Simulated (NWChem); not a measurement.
System: BiH2Te2Cl; SMILES [Cl][Bi]([TeH])[TeH]

NWChem input:

```
start job
memory heap 200 mb stack 900 mb global 1100 mb
geometry units angstroms noautoz
  Bi    -0.850497     0.051894     0.485928
  Cl    -1.942911    -0.149454    -1.746633
  Te     1.111055     2.086371    -0.003335
  H      1.932913     1.128427    -1.090432
  Te     1.088994    -2.025566     0.278936
  H     -0.113234    -3.183649     0.231192
end
basis spherical
  * library def2-svp
end
ecp
  Te library def2-ecp
  Bi library def2-ecp
end
dft
  xc hcth407
  iterations 150
  mulliken
end
task dft energy
```

NWChem printed, in part:

```
             Northwest Computational Chemistry Package (NWChem) 7.3.0
             --------------------------------------------------------

 C1  symmetry detected

                             Geometry "geometry" -> ""
                             -------------------------

 Output coordinates in angstroms (scale by  1.889725989 to convert to a.u.)

  No.       Tag          Charge          X              Y              Z
 ---- ---------------- ---------- -------------- -------------- --------------
    1 Bi                  83.0000    -0.85131310    -0.00887044     0.49380442
    2 Cl                  17.0000    -2.24310823    -0.09329250    -1.57356521
    3 Te                  52.0000     0.98948930     2.10163787    -0.12535821
    4 H                    1.0000     1.66565017     1.23676096    -1.37822755
    5 Te                  52.0000     1.07266389    -2.01919296    -0.12038367
    6 H                    1.0000    -0.10578929    -3.20167737    -0.07835278

 Effective nuclear repulsion energy (a.u.)    2547.2903430478

                                 NWChem DFT Module
                                 -----------------

 Summary of "ao basis" -> "ao basis" (spherical)
 ------------------------------------------------------------------------------
       Tag                 Description            Shells   Functions and Types
 ---------------- ------------------------------  ------  ---------------------
 Bi                         def2-svp                10       26   4s4p2d
 Cl                         def2-svp                 8       18   4s3p1d
 Te                         def2-svp                10       26   4s4p2d
 H                          def2-svp                 3        5   2s1p

            General Information
            -------------------
          SCF calculation type: DFT
          Wavefunction type:  closed shell.
          No. of atoms     :     6
          No. of electrons :    90
           Alpha electrons :    45
            Beta electrons :    45
          Charge           :     0
          Spin multiplicity:     1
          Use of symmetry is: off; symmetry adaption is: off
          Maximum number of iterations: 150
          AO basis - number of functions:   106
                     number of shells:    44
          Convergence on energy requested:  1.00D-06
          Convergence on density requested:  1.00D-05
          Convergence on gradient requested:  5.00D-04

              XC Information
              --------------
                      HCTH407 Method XC Functional
                      HCTH407  Exchange Functional  1.000
                   HCTH407  Correlation Functional  1.000

             Grid Information
             ----------------
          Grid used for XC integration:  medium
          Radial quadrature: Mura-Knowles
          Angular quadrature: Lebedev.
          Tag              B.-S. Rad. Rad. Pts. Rad. Cut. Ang. Pts.
          ---              ---------- --------- --------- ---------
          Bi                  1.60      123          10.0       590
          Cl                  1.00       88          11.0       590
          Te                  1.40      123          13.0       590
          H                   0.35       45          13.0       434
          Grid pruning is: on
          Number of quadrature shells:   547
          Spatial weights used:  Erf1

      Superposition of Atomic Density Guess
      -------------------------------------

 Sum of atomic energies:       -1328.18852666

      Non-variational initial energy
      ------------------------------

 Total energy =   -1208.094149
 1-e energy   =   -2938.681118
 2-e energy   =    1231.920003
 HOMO         =      -0.247089
 LUMO         =      -0.031585

     ---------------------------------------------
      Total Density - Mulliken Population Analysis
     ---------------------------------------------

    Atom       Charge   Shell Charges
 -----------   ------   -------------------------------------------------------
    1 Bi  23    21.81   2.92 -0.87  1.20  0.65  4.71  1.26  0.99  0.84  9.75  0.35
    2 Cl  17    17.62   2.00  1.99  1.23  0.74  5.94  2.19  3.51  0.01
    3 Te  24    24.42   1.77  0.27  1.20  0.66  2.87  3.16  2.18  2.28  9.84  0.19
    4 H    1     0.87   0.56  0.29  0.02
    5 Te  24    24.41   1.77  0.27  1.20  0.66  2.88  3.16  2.17  2.27  9.84  0.20
    6 H    1     0.88   0.57  0.30  0.02

   convergence    iter        energy       DeltaE   RMS-Dens  Diis-err
 ---------------- ----- ----------------- --------- --------- ---------
 d= 0,ls=0.0,diis     1  -1213.9328404253 -1.71D+03  2.81D-02  5.63D-01
 d= 0,ls=0.0,diis     2  -1213.6091986331  3.24D-01  1.72D-02  2.23D+00
 d= 0,ls=0.0,diis     3  -1214.0286966925 -4.19D-01  4.07D-03  6.39D-02
 d= 0,ls=0.0,diis     4  -1214.0390588728 -1.04D-02  1.43D-03  1.29D-02
 d= 0,ls=0.0,diis     5  -1214.0414879524 -2.43D-03  5.26D-04  9.78D-04
  Resetting Diis
 d= 0,ls=0.0,diis     6  -1214.0416520913 -1.64D-04  2.40D-04  1.86D-04
 d= 0,ls=0.0,diis     7  -1214.0416903385 -3.82D-05  2.14D-04  2.55D-05
 d= 0,ls=0.0,diis     8  -1214.0416682219  2.21D-05  1.56D-04  1.21D-04
 d= 0,ls=0.0,diis     9  -1214.0416954649 -2.72D-05  2.10D-05  1.99D-06
 d= 0,ls=0.0,diis    10  -1214.0416958734 -4.09D-07  5.43D-06  2.12D-07

         Total DFT energy =    -1214.041695873382
      One electron energy =    -2941.921909722890
           Coulomb energy =     1319.102598835733
    Exchange-Corr. energy =      -89.889350639865
 Nuclear repulsion energy =      498.666965653639

 Numeric. integr. density =       90.000000203185

                       DFT Final Molecular Orbital Analysis
                       ------------------------------------

 Vector   43  Occ=2.000000D+00  E=-2.410617D-01
              MO Center= -7.8D-01, -1.7D-01, -6.0D-01, r^2= 6.5D+00
   Bfn.  Coefficient  Atom+Function         Bfn.  Coefficient  Atom+Function
  ----- ------------  ---------------      ----- ------------  ---------------
    39     -0.333464  2 Cl pz                37      0.312684  2 Cl px
    36     -0.239388  2 Cl pz                86      0.234778  5 Te px
    34      0.225936  2 Cl px                11     -0.209512  1 Bi px
     3      0.201456  1 Bi s                 56      0.198460  3 Te py
    13      0.193586  1 Bi pz                59      0.174251  3 Te py

 Vector   44  Occ=2.000000D+00  E=-2.107753D-01
              MO Center=  7.1D-01,  2.5D-01, -2.0D-01, r^2= 6.8D+00
   Bfn.  Coefficient  Atom+Function         Bfn.  Coefficient  Atom+Function
  ----- ------------  ---------------      ----- ------------  ---------------
    88      0.348443  5 Te pz                91      0.311026  5 Te pz
    57      0.257044  3 Te pz                55      0.249004  3 Te px
    56     -0.225902  3 Te py                58      0.223783  3 Te px
    60      0.224230  3 Te pz                59     -0.216378  3 Te py
    37      0.173208  2 Cl px                85     -0.136630  5 Te pz

 Vector   45  Occ=2.000000D+00  E=-2.043978D-01
              MO Center=  9.5D-01, -1.5D-01, -1.3D-01, r^2= 6.6D+00
   Bfn.  Coefficient  Atom+Function         Bfn.  Coefficient  Atom+Function
  ----- ------------  ---------------      ----- ------------  ---------------
    88      0.438185  5 Te pz                91      0.402677  5 Te pz
    55     -0.304171  3 Te px                58     -0.277852  3 Te px
    57     -0.253891  3 Te pz                60     -0.235024  3 Te pz
    85     -0.171629  5 Te pz                82     -0.133374  5 Te pz
    52      0.118893  3 Te px                54      0.099408  3 Te pz

 Vector   46  Occ=0.000000D+00  E=-1.129662D-01
              MO Center= -1.9D-01, -6.1D-02,  1.6D-01, r^2= 6.7D+00
   Bfn.  Coefficient  Atom+Function         Bfn.  Coefficient  Atom+Function
  ----- ------------  ---------------      ----- ------------  ---------------
    16      0.522047  1 Bi pz                 3     -0.411932  1 Bi s
    13      0.397126  1 Bi pz                90      0.368554  5 Te py
    14     -0.303193  1 Bi px                58     -0.302593  3 Te px
    37      0.265061  2 Cl px                89     -0.265004  5 Te px
    72      0.228895  4 H  s                 87      0.218350  5 Te py

 Vector   47  Occ=0.000000D+00  E=-9.733885D-02
              MO Center= -1.6D-01,  2.1D-01,  2.1D-01, r^2= 6.6D+00
   Bfn.  Coefficient  Atom+Function         Bfn.  Coefficient  Atom+Function
  ----- ------------  ---------------      ----- ------------  ---------------
    15      0.695573  1 Bi py                12      0.490575  1 Bi py
    59      0.385007  3 Te py                58      0.349684  3 Te px
    48     -0.267266  3 Te s                 90      0.263433  5 Te py
     6     -0.229880  1 Bi py                56      0.221758  3 Te py
    55      0.211718  3 Te px                47     -0.202443  3 Te s

 Vector   48  Occ=0.000000D+00  E=-8.537029D-02
              MO Center= -6.6D-01, -5.1D-02,  2.1D-01, r^2= 5.6D+00
   Bfn.  Coefficient  Atom+Function         Bfn.  Coefficient  Atom+Function
  ----- ------------  ---------------      ----- ------------  ---------------
    14      0.669421  1 Bi px                11      0.452134  1 Bi px
    39      0.366382  2 Cl pz                16      0.324055  1 Bi pz
    13      0.277651  1 Bi pz                90     -0.254737  5 Te py
    30      0.244487  2 Cl s                  5     -0.213585  1 Bi px
    59      0.206543  3 Te py                91     -0.203060  5 Te pz

     ---------------------------------------------
      Total Density - Mulliken Population Analysis
     ---------------------------------------------

[...]
```

Level: HCTH/407/def2-SVP with def2 effective core potentials on Te, Bi. Coordinates come from a PBE0/def2-SVP optimisation. Not confirmed as a minimum by frequencies. def2 effective core potentials on Te, Bi; no spin-orbit coupling.
